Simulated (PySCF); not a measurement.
**Polarisability and C₆ of N (nitrogen, neutral)**

[He] 2s2 2p3, high-spin 4S determinant. All numbers are calculated (PySCF 2.14, the non-relativistic Hamiltonian (point nucleus), in def2-TZVPPD). Coupled (time-dependent) response in atomic units; α is the mean over directions.

```csv
method,mean α (bohr³),C₆ (like pair),S(−4)
UHF,7.083,22.86,27.51
PBE,7.805,26.32,32.52
PBE0,7.477,24.91,28.98
B3LYP,7.510,25.07,29.03
wB97M-V,7.406,24.67,27.80
```

S(−4) is the Cauchy moment in α(ω) = α(0) + S(−4) ω² + …

Reference α: 7.4 ± 0.2 bohr³ (recommended; Schwerdtfeger and Nagle, table of static dipole polarizabilities (2023 update)). Published C₆: 24.20 (Chu and Dalgarno (2004); Tang, Norbeck and Certain (1976)).

α(iu) at wB97M-V:

```tsv
u (hartree)	α(iu) (bohr³)
0	7.406
0.0500	7.337
0.100	7.142
0.200	6.488
0.300	5.689
0.500	4.219
0.750	2.933
1.00	2.126
1.50	1.254
2.00	0.8237
3.00	0.4299
5.00	0.1760
```
